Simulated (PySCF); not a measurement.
**Computed properties of siletan-1-amine (C3H9NSi), SMILES N[SiH]1CCC1**

C3H9NSi, SMILES N[SiH]1CCC1. The structure is a stationary point at PBE0-D3(BJ)/def2-SVP. Other conformers were not sampled. All values are computed for the isolated molecule unless a solvent is named; none is compared with measurement here.

**Structure.** All 36 harmonic modes at PBE0-D3(BJ)/def2-SVP (PySCF) are real, so it is a minimum. With heavy atoms numbered as in [NH2:1][SiH:2]1[CH2:3][CH2:4][CH2:5]1, the shortest bond between them is C3–C4 at 1.551 Å and the longest Si2–C3 at 1.899 Å.

**Vibrations.** The strongest infrared lines (harmonic, unscaled, degenerate partners summed) lie at 2217 cm⁻¹ (149 km/mol, H 97 %), 965 cm⁻¹ (132 km/mol, H 36 %, C 36 %, Si 20 %), 243 cm⁻¹ (98 km/mol, H 80 %, C 10 %, Si 9 %). The softest mode is at 120 cm⁻¹ and the zero-point energy is 73.3 kcal/mol.

**Electronic structure.** PBE0/def2-TZVP (PySCF) places the frontier levels at -7.00 and 0.83 eV, a gap of 7.83 eV, and gives a dipole moment of 1.24 D and a mean polarisability of 66.9 bohr³. PBE/def2-TZVP (PySCF) at the same geometry gives -5.68 and 0.00 eV, so its gap is 2.15 eV narrower. An orbital gap is neither the optical nor the fundamental gap.

**Excitations.** TDDFT-B3LYP/def2-SVPD (PySCF) has S1 at 6.03 eV (205 nm, f = 0.029, weak); the most intense of the 10 singlets computed lies at 7.09 eV (f = 0.08). T1 (TDA) is at 5.75 eV. TDDFT-PBE/def2-SVPD (PySCF) puts S1 at 5.61 eV. No vertical singlet excitation falls in the visible range (under 3.1 eV).

**NMR.** GIAO shifts at B3LYP/pcSseg-1 (PySCF) (non-relativistic, atoms alike by connectivity averaged): ¹³C from 17.6 to 26.4 ppm against TMS; ¹H from 1.2 to 4.9 ppm against TMS; ²⁹Si at -12.6 ppm against TMS.

**Solvation.** SMD-B3LYP/6-31G* (PySCF) gives -0.4 kcal/mol in water, -3.4 kcal/mol in 1-octanol, -4.3 kcal/mol in dichloromethane (1 M in both phases, gas-phase geometry); of these solvents dichloromethane holds the molecule best.
